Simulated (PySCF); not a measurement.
Br₃Hf, neutral, multiplicity 2. Atoms are numbered in the order given.

```xyz
4

Hf     0.0000     0.0000     0.0000
Br    -2.4958     0.0000     0.0000
Br     1.2479    -2.1614     0.0000
Br     1.2479     2.1614     0.0000
```
Charge 0, spin multiplicity 2.

Geometry: B3LYP-D3(BJ)/def2-SVP. The spin state was assumed, not searched. The def2 effective core potentials stand for the cores of Hf; spin–orbit coupling is left out.

Computed with PBE/def2-TZVP (PySCF).

The molecule is in vacuum.

Computed frontier levels, dipole moment and polarisability:
| Property | Result |
|---|---|
| α spin, highest occupied and lowest empty level | -5.00 and -3.37 eV |
| β spin, highest occupied and lowest empty level | -7.65 and -3.30 eV |
| dipole moment | 0.00 D |
| quadrupole, principal values (traceless, Buckingham form, about the centre of nuclear charge) | -1.44, -1.44, 2.88 D·Å |
| mean static polarisability | 109.3 bohr³ (16.20 Å³) |
| polarisability, principal values | 87.4, 120.3, 120.3 bohr³ |
| ⟨S²⟩ | 0.754 (pure state 0.75) |
